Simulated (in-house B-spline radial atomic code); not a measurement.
Inner levels of xenon as electrons are removed. A shift is the extra binding of the orbital against the neutral atom ([Kr] 4d10 5s2 5p6). Computed with a radial B-spline atomic code at the basis-set limit: non-relativistic Hartree-Fock, average of the configuration, point nuclei.

This level leaves out relativity, spin-orbit splitting included, which matters for heavy ions.

```csv
ion,configuration,shift of 3p (eV),shift of 4s (eV),shift of 1s (eV),radius of 3p (bohr),radius of 4s (bohr),radius of 1s (bohr),Σ<r²> (bohr²),change of density at nucleus (bohr⁻³)
Xe,[Kr] 4d10 5s2 5p6,0,0,0,0.30943,0.74527,0.028141,62.651,-
Xe+,[Kr] 4d10 5s2 5p5,10.051,10.008,10.136,0.30943,0.74514,0.028141,52.493,3.711
Xe2+,[Kr] 4d10 5s2 5p4,21.295,21.153,21.529,0.30943,0.74493,0.028141,44.417,8.023
Xe3+,[Kr] 4d10 5s2 5p3,33.58,33.279,34.035,0.30942,0.74465,0.028141,37.685,12.859
Xe4+,[Kr] 4d10 5s2 5p2,46.809,46.278,47.561,0.30942,0.74427,0.028141,31.907,18.17
Xe5+,[Kr] 4d10 5s2 5p1,60.908,60.073,62.038,0.30941,0.7438,0.028141,26.847,23.936
Xe6+,[Kr] 4d10 5s2,75.823,74.605,77.418,0.3094,0.74323,0.028141,22.349,30.143
Xe7+,[Kr] 4d10 5s1,92.433,90.459,94.463,0.30937,0.7438,0.028141,18.783,-7.017
Xe8+,[Kr] 4d10,109.75,106.91,112.29,0.30934,0.7434,0.028141,15.523,-49.5
Xe9+,[Kr] 4d9,138.98,132.42,142.43,0.30916,0.73781,0.028141,14.288,-39.007
Xe10+,[Kr] 4d8,169.34,158.67,173.9,0.30896,0.73214,0.028141,13.144,-27.61
Xe11+,[Kr] 4d7,200.83,185.63,206.71,0.30872,0.7264,0.028141,12.081,-15.323
Xe12+,[Kr] 4d6,233.39,213.27,240.82,0.30846,0.72064,0.028141,11.088,-2.154
Xe13+,[Kr] 4d5,267.02,241.57,276.21,0.30817,0.71486,0.028141,10.157,11.888
Xe14+,[Kr] 4d4,301.68,270.51,312.88,0.30785,0.70908,0.028141,9.2833,26.795
Xe15+,[Kr] 4d3,337.36,300.09,350.81,0.3075,0.70332,0.028142,8.4603,42.565
Xe16+,[Kr] 4d2,374.04,330.29,390,0.30712,0.69758,0.028142,7.6836,59.19
Xe17+,[Kr] 4d1,411.71,361.09,430.43,0.30671,0.69188,0.028142,6.9493,76.668
Xe18+,[Ar] 3d10 4s2 4p6,450.34,392.48,472.09,0.30627,0.68622,0.028142,6.2541,94.999
```
